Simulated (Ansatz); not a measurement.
Reaction (ligand exchange at the Si–C bond): `N#CC[SiH3]` + `NC(O)(F)F` → `NC(F)(F)O[SiH3]` + `CC#N`

Program: Ansatz. Geometries: PBE0-D4/def2-TZVP. ΔE: electronic, gas phase. CCSD(T)/CBS is the MP2 limit (def2-TZVPP, def2-QZVPP) plus CCSD(T) − MP2 in def2-TZVPP, frozen cores. This one scheme is used for every species. One conformer a species, not always the lowest.

| species | CCSD(T)/CBS(def2) energy (Eh) |
| --- | --- |
| `N#CC[SiH3]` | -422.87241 |
| `NC(O)(F)F` | -369.33079 |
| `NC(F)(F)O[SiH3]` | -659.64288 |
| `CC#N` | -132.59492 |

(1) Work out ΔE.

Largest T1 diagnostic among the species: 0.013.

Results:

(1) ΔE = (-659.64288) + (-132.59492) − (-422.87241) − (-369.33079) = -0.03460 Eh = -21.7 kcal/mol.

In def2-TZVPP, CCSD(T) changes the Hartree–Fock value by +3.5 kcal/mol (the triples alone add +0.4 kcal/mol) and MP2 by +3.2 kcal/mol.
